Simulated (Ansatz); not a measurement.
`NC([SiH3])[SeH]` and `NC([SiH3])S` differ in one element.

Ansatz, PBE0-D4/def2-TZVP geometries, multiplicity 1. Each molecule was computed in one conformer, which needn't be the lowest.

Scalar relativity is left out up to krypton.

```tsv
property	`NC([SiH3])[SeH]`
HOMO–LUMO gap (PBE0/def2-TZVPP) / eV	6.10
HOMO–LUMO gap (B3LYP/def2-TZVPP) / eV	5.66
LUMO energy (B3LYP/def2-TZVPP) / eV	-0.52
size of the dipole moment (B3LYP/def2-TZVPP) / D	1.93
size of the dipole moment (PBE/def2-TZVPP) / D	1.85
LUMO energy (PBE0/def2-TZVPP) / eV	-0.29
```

Question: Give the same properties after the change, and the shifts. (Best estimate.)

Answer: Ansatz gave: 
```tsv
property	`NC([SiH3])S`	shift
HOMO–LUMO gap (PBE0/def2-TZVPP) / eV	6.88	0.78
HOMO–LUMO gap (B3LYP/def2-TZVPP) / eV	6.42	0.76
LUMO energy (B3LYP/def2-TZVPP) / eV	-0.17	0.35
size of the dipole moment (B3LYP/def2-TZVPP) / D	1.58	-0.35
size of the dipole moment (PBE/def2-TZVPP) / D	1.57	-0.28
LUMO energy (PBE0/def2-TZVPP) / eV	0.07	0.36
```

With PBE0 the HOMO falls by 0.42 eV and the LUMO rises by 0.36 eV, so the gap widens by about 0.78 eV. PBE moves the HOMO by -0.33 eV and ωB97M-V by -0.45 eV. Dipoles are sizes alone; their direction can turn.

B3LYP here is the variant with VWN-RPA as its local correlation; programs differ in this.

Spin–orbit coupling is left out; it splits and shifts lone-pair levels of the heavy atoms by tenths of an eV.
